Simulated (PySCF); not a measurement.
C₃H₂F₃O, SMILES C(C(O)=[CH])(F)(F)F, multiplicity 2.

Geometry optimised at TPSSh-D3(BJ)/def2-SVP. The isomer is the one that the SMILES or the coordinates give; other isomers of the formula were not compared. Other conformers were not sampled.

These are TDA-ωB97X/def2-SVPD (PySCF) values and carry that method's errors.

Vertical excitations. The molecule is in vacuum.

| state | energy (eV) | λ (nm) | f | main pairs |
|---|---|---|---|---|
| root 1 | 1.91 | 648 | 0.001 | β HOMO→LUMO 96 % |
| root 2 | 4.41 | 281 | 0.000 | α HOMO→LUMO 45 %, β HOMO→LUMO+1 49 % |
| root 3 | 5.48 | 226 | 0.002 | α HOMO−1→LUMO 97 % |
| root 4 | 6.50 | 191 | 0.002 | β HOMO−1→LUMO 80 % |
| root 5 | 7.04 | 176 | 0.000 | β HOMO→LUMO+2 44 %, β HOMO−2→LUMO 31 % |
| root 6 | 7.25 | 171 | 0.217 | α HOMO→LUMO 38 %, α HOMO−1→LUMO+1 13 %, β HOMO→LUMO+1 34 %, β HOMO−4→LUMO 7 % |
| root 7 | 7.53 | 165 | 0.002 | α HOMO→LUMO+1 86 % |
| root 8 | 7.72 | 161 | 0.007 | β HOMO−2→LUMO 46 %, β HOMO→LUMO+2 40 % |
| root 9 | 7.94 | 156 | 0.063 | α HOMO−1→LUMO+1 58 %, β HOMO−4→LUMO 18 % |
| root 10 | 8.44 | 147 | 0.132 | α HOMO−1→LUMO+1 12 %, α HOMO−1→LUMO+2 7 %, α HOMO→LUMO 5 %, β HOMO−4→LUMO 44 %, β HOMO−1→LUMO 8 %, β HOMO−5→LUMO 8 % |
Unrestricted roots are not spin-pure.
